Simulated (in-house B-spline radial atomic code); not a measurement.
How numerical settings move a run on the lanthanum ion La²⁺, [Xe] 5d1. Computed with an all-electron radial atomic-structure program (B-spline basis): scalar-relativistic (X2C) r2SCAN0, spherical fractional occupations, Fermi nucleus of rms radius 4.855 fm.

Command:
```bash
python run_scf.py task.json out
```
Settings of the sound reference run:
```
Z                57
electrons        55
configuration    [Xe] 5d1
hamiltonian      x2c
method           r2scan0
spin_polarised   False
nucleus          fermi
rms_radius       4.855
mass_number      139
atomic_mass      138.9064
speed_of_light   137.036
knot_spacing     0.22
spline_order     8
gauss_points     12
box_radius       22.22
max_iterations   70
damping          0.5
damped_steps     3
diis_vectors     10
tolerance        1e-08
start            Thomas-Fermi
```

Time taken, with all properties: 0.39 s on 1 thread of Intel(R) Xeon(R) 6975P-C, with other jobs on the host.

It converges in 8 iterations to -8491.825629 hartree, with 5d at -13.5779 eV. The other runs change the listed settings, some to values that make no sense; their results aren't properties of the atom or ion. Radii are in bohr (the nuclear one in fm), a minus after a letter asks for a j subshell, and «unchanged» means within 1e-8 hartree. The run stops when the residual is below 10 × tolerance × max(1, Z/10), or a noise floor if that is larger, and the energy moves by less than 1e-8 × √|E| hartree; so very loose and very tight tolerances often act alike.

| changed settings | outcome |
| --- | --- |
| electrons = 56, configuration = [Xe] 5d1 6s-1, max_iterations = 60 | stopped with error: j subshells need the Dirac Hamiltonian and l > 0 |
| first_knot = 1.75e-06, max_iterations = 60, start = bare nucleus | converged in 8 iterations, energy -2.27e-05 hartree from the reference, 5d level +2.1e-05 eV |
| first_knot = 0.000175, max_iterations = 75, damping = 0 | converged in 7 iterations, energy -1.37e-04 hartree from the reference, 5d level +1.4e-06 eV |
| damped_steps = 30 | converged in 15 iterations, energy unchanged, 5d level -7.1e-06 eV |
| damping = 0.95 | converged in 9 iterations, energy unchanged, 5d level -8.4e-06 eV |
| damped_steps = 0 | converged in 7 iterations, energy unchanged, 5d level -8.6e-06 eV |
| spline_order = 5, first_knot = 0.00526, max_iterations = 100, diis_vectors = 4 | converged in 8 iterations, energy -1.19e-01 hartree from the reference, 5d level +5.6e-05 eV |
| damping = 0 | converged in 7 iterations, energy unchanged, 5d level -6.3e-06 eV |
| damping = 0.8 | converged in 9 iterations, energy unchanged, 5d level -7.8e-06 eV |
| max_iterations = 3 | not converged after 3 iterations, last residual 9.3e-04, last energy +6.92e-06 hartree from the reference |
| spline_order = 6, first_knot = 1.75e-05, max_iterations = 50, damping = 0, tolerance = 1e-13 | converged in 7 iterations, energy -4.20e-05 hartree from the reference, 5d level +5.9e-05 eV |
| electrons = 65, configuration = [Xe] 5d11, max_iterations = 50 | stopped with error: shell 5d holds at most 10 electrons |
| damped_steps = 8 | converged in 11 iterations, energy unchanged, 5d level -7.7e-06 eV |

Task: What happens with damped_steps = 1?

Result: Converged in 7 iterations, energy unchanged, 5d level -8.7e-06 eV.

Task: What happens with damping = 0.2?

Result: Converged in 7 iterations, energy unchanged, 5d level -6.7e-06 eV.

Task: What happens with box_radius = 4.44, first_knot = 0.00175, max_iterations = 60, start = bare nucleus?

Result: Converged in 8 iterations, energy +1.20e-02 hartree from the reference, 5d level +2.4e+00 eV (the program warns: 5d reaches the box edge; 5s reaches the box edge).

Task: What happens with max_iterations = 2?

Result: Not converged after 2 iterations, last residual 2.5e-03, last energy +1.35e-04 hartree from the reference.
